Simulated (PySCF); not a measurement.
Compound: C3H7Al.
SMILES with atom numbers: `[CH2:1]=[CH:2][AlH:3][CH3:4]` (hydrogens: H5, H6 on C1; H7 on C2; H8 on Al3; H9, H10, H11 on C4)

Structure used (PBE0-D3(BJ)/def2-SVP), in Å, numbered top down from 1:
```xyz
11
C3H7Al angstrom
C      1.867   -0.013    0.504
C      1.188   -0.962   -0.163
Al    -0.707   -0.742   -0.570
C     -1.602    0.902    0.010
H      1.384    0.915    0.840
H      2.932   -0.100    0.754
H      1.762   -1.854   -0.455
H     -1.489   -1.888   -1.357
H     -1.121    1.794   -0.426
H     -2.667    0.929   -0.268
H     -1.541    1.023    1.106
```

Theory: TDDFT B3LYP/def2-SVPD, vertical, gas phase, core orbitals frozen in the response in PySCF.

Transition dipole moments from the ground state, in atomic units and in the frame of the coordinates above (overall signs are arbitrary), for the states with f of 0.002 or more among the lowest 9:

| state | E (eV) | μx | μy | μz |
| --- | --- | --- | --- | --- |
| S2 | 5.077 | 0.030 | 0.058 | -0.116 |
| S3 | 5.697 | 0.893 | 0.319 | 0.406 |
| S5 | 6.760 | -0.428 | 0.344 | 0.051 |
| S6 | 6.875 | -0.131 | -0.225 | 0.455 |
| S7 | 7.043 | -0.123 | 0.405 | 0.171 |
| S9 | 7.389 | 0.072 | 0.132 | -0.264 |

Task: Work out the oscillator strengths.

Result: f = (2/3) ΔE |μ|² with ΔE in hartree (27.2114 eV).

| state | \|μ\|² (au) | \|μ\| (D) | f |
| --- | --- | --- | --- |
| S2 | 0.018 | 0.34 | 0.002 |
| S3 | 1.065 | 2.62 | 0.149 |
| S5 | 0.304 | 1.40 | 0.050 |
| S6 | 0.274 | 1.33 | 0.046 |
| S7 | 0.209 | 1.16 | 0.036 |
| S9 | 0.092 | 0.77 | 0.017 |

Task: What is the point group, and which symmetry does each of these states have?

Result: Cs. From a totally symmetric ground state, an allowed state transforms like the component of the dipole operator along its μ. Polarised normal to the mirror plane, so A″: S2, S6 and S9. Polarised in the mirror plane, so A′: S3, S5 and S7.

Task: What angle do the transition dipoles of S7 and S9 make?

Result: |cos θ| = |μa·μb| / (|μa| |μb|) = 0.00, so θ ≈ 90° (taken between 0 and 90°, since the signs are arbitrary).

Task: How is the summed strength of these states shared among x, y and z?

Result: (2/3) Σ ΔE μα² gives 0.148 for x, 0.074 for y and 0.078 for z, 0.300 in all.

Task: What peak molar absorption coefficient would the strongest computed level give as a lone Gaussian band 0.4 eV wide at half height?

Result: ε(max) = 2.175×10⁸ f / FWHM, with the width in cm⁻¹. S3: 2.175×10⁸ × 0.1487 / 3226 ≈ 10000 L mol⁻¹ cm⁻¹.

All these states lie below the vertical ionisation energy of 9.85 eV (ΔSCF).

One conformer stands for the species.
